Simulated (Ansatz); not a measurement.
Coupled-cluster diagnostics for the cluster Al₄N₄⁻ (the lowest doublet isomer of a short search), Ansatz.

Geometry of the doublet (r2SCAN-D4/def2-SVPD):

```xyz
8

Al   -0.116   -0.334    1.953
Al    0.116    0.334   -1.953
Al   -1.963   -0.256   -0.161
Al    1.963    0.256    0.161
N     1.614   -0.067    1.849
N    -1.818   -0.517    1.568
N    -1.614    0.068   -1.849
N     1.818    0.516   -1.568
```

Correlated methods freeze 24 core orbitals. The structure comes from a short search, and lower isomers may exist.

Problem. Estimate the CCSD(T) correlation energy, the shares of MP2 and (T), T1 and the reference's ⟨S²⟩ for: charge -1, doublet, own geometry in def2-SVPD; charge 0, singlet, vertical in def2-SVPD; and the rough time on 4 threads of Arm Neoverse V2 on a shared host.

Solution. 
| state | basis | correlation (eV) | MP2 share (%) | (T) share (%) | T1 | ⟨S²⟩ (pure) | wall time | remarks |
| --- | --- | --- | --- | --- | --- | --- | --- | --- |
| charge -1, doublet, own geometry | def2-SVPD | -28.303 | 96.0 | 6.1 | 0.030 | 0.79 (0.75) | 2.2 min | – |
| charge 0, singlet, vertical | def2-SVPD | -27.210 | 95.8 | 5.6 | 0.025 | 0.00 (0.00) | 29 s | large T1 |
Customary marks for T1 are 0.02 (closed shells), 0.045 (open shells) and about 0.05 (3d metals). T1 exceeds 0.02 in 2 of 2 rows and 0.045 in 0; the higher it lies, the less the single-reference result can be trusted.
